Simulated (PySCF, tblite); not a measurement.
One entry of a table of gas-phase calculations, keyed by method. Lists by class give the value and the number of equivalent atoms.

```json
{
 "formula": "C8H10Si",
 "smiles": "CC#CC#C/C=C\\C[SiH3]",
 "charge": 0,
 "multiplicity": 1,
 "geometry_level": "GFN2-xTB",
 "atoms_angstrom": [
  ["C", 4.61, 0.753, -1.126],
  ["C", 3.373, 0.527, -0.419],
  ["C", 2.338, 0.34, 0.176],
  ["C", 1.175, 0.13, 0.837],
  ["C", 0.133, -0.058, 1.429],
  ["C", -1.071, -0.27, 2.113],
  ["C", -2.168, -0.77, 1.534],
  ["C", -2.268, -1.133, 0.101],
  ["Si", -3.012, 0.316, -0.903],
  ["H", 4.621, 1.758, -1.551],
  ["H", 4.717, 0.028, -1.934],
  ["H", 5.455, 0.65, -0.444],
  ["H", -1.069, -0.005, 3.164],
  ["H", -3.067, -0.893, 2.124],
  ["H", -1.278, -1.363, -0.297],
  ["H", -2.896, -2.017, -0.02],
  ["H", -3.16, -0.112, -2.295],
  ["H", -4.325, 0.656, -0.351],
  ["H", -2.119, 1.47, -0.806]
 ],
 "electronic_structure_code": "PySCF",
 "results": {
  "GFN2-xTB geometry": {
   "point_group": "C1",
   "rotational_constants_GHz": [2.453, 0.489, 0.425]
  },
  "PBE0/pcSseg-1 ground state and GIAO shieldings, non-relativistic": {
   "dipole_D": 0.87,
   "homo_eV": -6.26,
   "lumo_eV": -1.23,
   "shift_vs_computed_TMS_C_by_class_ppm": [
    [155.2, 1],
    [112.8, 1],
    [93.7, 1],
    [90.9, 1],
    [75.1, 1],
    [72.1, 1],
    [18.3, 1],
    [6.3, 1]
   ],
   "shift_vs_computed_TMS_H_by_class_ppm": [
    [6.52, 1],
    [5.64, 1],
    [3.87, 3],
    [2.27, 2],
    [2.27, 3]
   ],
   "shielding_other_nuclei_by_class_ppm": [
    ["Si", 423.3, 1]
   ],
   "charges_hirshfeld_e_by_atom": [-0.09, -0.02, -0.07, -0.05, -0.03, -0.06, -0.02, -0.15, 0.32, 0.06, 0.06, 0.06, 0.06, 0.05, 0.04, 0.05, -0.08, -0.08, -0.07]
  },
  "GFN2-xTB harmonic vibrations, gas phase": {
   "strongest_ir_bands_cm-1_km_per_mol_modes": [
    [771.3, 141.2, 1],
    [782.3, 304.1, 1],
    [789.3, 203.8, 1],
    [2257.1, 376.0, 1],
    [2260.8, 255.3, 1],
    [2288.6, 248.7, 1]
   ],
   "zpe_kcal_per_mol": 87.0
  }
 }
}
```

With B = h/(8π²I), that is 505.379 GHz u Å² over I, the principal moments of inertia are 206.0, 1032.9 and 1188.5 u Å² (most abundant isotopes); the inertial defect Ic − Ia − Ib is -50.4 u Å² (zero for a rigid planar frame, negative otherwise). The rotational constants make it an asymmetric top with κ = (2B − A − C)/(A − C) = -0.94, nearer the prolate limit (−1). The zero-point energy, half the sum of the 51 harmonic wavenumbers, equals 30440 cm⁻¹ or 364 kJ/mol.

 NMR classes are plain means over equivalent atoms (diastereotopic ones count apart unless rotation or inversion swaps them), as if these changed places fast; in this geometry the members of some classes differ.

For the NMR shielding job (PBE0/pcSseg-1), time: 31 s of wall time. Hardware: an Arm Neoverse V2 with one thread (shared host).

Conformer computed: `[CH3:1][C:2]#[C:3][C:4]#[C:5]/[CH:6]=[CH:7]\[CH2:8][SiH3:9]`: C6–C7–C8–Si9 -95°.

One conformer stands for the species.
